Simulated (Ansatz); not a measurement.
Basis-set extrapolation for H$_{8}$N$_{2}$Si$_{2}$ (`N[SiH2][SiH2]N`) (PBE0-D4/def2-TZVP geometry, frozen core, the Gaussian-basis code of Ansatz). Multiplicity 1, RHF reference.

```json
{"": "HF", "def2-TZVPP": "-691.544013", "def2-QZVPP": "-691.568069"}
{"": "MP2 correlation", "def2-TZVPP": "-0.685225", "def2-QZVPP": "-0.735529"}
{"": "CCSD(T) correlation", "def2-TZVPP": "-0.763939", "def2-QZVPP": "not run"}
```

Energies in hartree. Use E(X) = E(∞) + A·exp(−7.88·√X) for Hartree–Fock and E(X) = E(∞) + B·X^(−2.97) for correlation, with X = 3 and 4, and add CCSD(T) minus MP2 of the smaller set to the MP2 limit.

Q: What is the CCSD(T) energy at the basis-set limit?

A: HF limit: -691.568069 + (-0.024056) × 0.13774 = -691.57138. MP2 limit: -0.735529 + (-0.050304) × 0.74074 = -0.77279. Higher-order term: -0.763939 − (-0.685225) = -0.07871. Total: -692.42288 hartree, 301.7 kJ/mol below CCSD(T)/def2-TZVPP.
